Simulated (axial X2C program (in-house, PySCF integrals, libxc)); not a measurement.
## ONdS⁺: the levels of the configuration f(δφ)1 f(π)0

Computed with an axial X2C code built on PySCF integrals: two-component X2C with atomic mean-field Coulomb and Gaunt terms, basis O dyall-v3z, Nd dyall-v3z, S dyall-v3z (cores contracted in-house). Orbitals come from Hartree–Fock averaged over the configuration Nd f(δφ)1 f(π)0; CI then distributes these electrons over the f(δφ), f(π) shells of Nd.

O–Nd–S held linear, bonds 1.677 and 2.150 Å (the second held) (near the minimum of the configuration average).

Active spinors (ω > 0):

```
shell    ω  ε (eV)                   character
f(δφ)  5/2   -1.53                   100% Nd f
f(δφ)  3/2   -1.50                   100% Nd f
f(δφ)  7/2   -1.00                   100% Nd f
f(δφ)  5/2   -0.93                   100% Nd f
 f(π)  1/2    2.16  76% Nd f, 6% Nd p, 6% Nd d
 f(π)  3/2    2.20  82% Nd f, 7% Nd d, 4% Nd g
```

Lowest levels of this model:

| Ω | energy (cm⁻¹) | g∥ | configuration |
| --- | --- | --- | --- |
| 5/2 | 0 | 4.24 | 100% f(δφ)1 |
| 3/2 | 3584 | 2.08 | 100% f(δφ)1 |
| 7/2 | 3840 | 8.00 | 100% f(δφ)1 |
| 5/2 | 7459 | 5.76 | 100% f(δφ)1 |

g∥ is the magnitude of 2⟨Lz + ge Sz⟩ for the +Ω component.

Problem. From Ω and g∥ of the lowest level, whose 2⟨Lz + ge Sz⟩ is positive, find ⟨Sz⟩ and ⟨Lz⟩ (ge = 2.0023).

Solution. Ω = ⟨Lz⟩ + ⟨Sz⟩ = 5/2 and ⟨Lz⟩ + ge⟨Sz⟩ = 2.120, so ⟨Sz⟩ = -0.38 and ⟨Lz⟩ = 2.88.

Occupations of the active spinors in the lowest level by ω, shell by shell in order of energy: -7/2: 0.00; -5/2: 0.00 0.00; -3/2: 0.00 0.00; -1/2: 0.00; 1/2: 0.00; 3/2: 0.00 0.00; 5/2: 0.90 0.10; 7/2: 0.00. The leading determinant has weight 0.90 among 2.

This point took 5.6 s on 1 thread of AMD EPYC 7R43 64-Core Processor (Zen 3) (shared host).

Dynamic correlation is missing, so gaps between terms are too wide and other configurations may lie lower; the lowest level listed is that of this model, not necessarily the ground state. At most 6 roots were kept for each Ω > 0 (twice that for Ω = 0) within 3.5 eV of the lowest, so higher up levels can be missing between those listed; levels with Ω > 0 are doubly degenerate and listed once, Ω = 0 levels singly. States that fill the shells left empty in the average are placed too high. The molecule was held linear; bending was not examined.
